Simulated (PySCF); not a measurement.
CH3F2GaO, SMILES C[O][Ga]([F])[F].

The structure is a stationary point at ωB97X-D3(BJ)/def2-SVP. Other conformers were not sampled.

The numbers are results of CAM-B3LYP/def2-TZVP run with PySCF, not measurements.

Symmetry labels are those of the subgroup Cs that the program uses (full group Cs).

Problem. List the valence orbital energies around the gap with their symmetry. (The exact figures need the calculation; the answer reports its results.)

Solution. 
```
orbital  symmetry  energy (eV)
-------  --------  -----------
HOMO−7         A"       -14.49
HOMO−6         A'       -13.68
HOMO−5         A"       -13.47
HOMO−4         A'       -13.08
HOMO−3         A"       -13.03
HOMO−2         A'       -12.88
HOMO−1         A'       -10.67
HOMO           A"       -10.22
LUMO           A'        -0.80
LUMO+1         A"         0.39
LUMO+2         A'         2.08
LUMO+3         A'         2.73
```
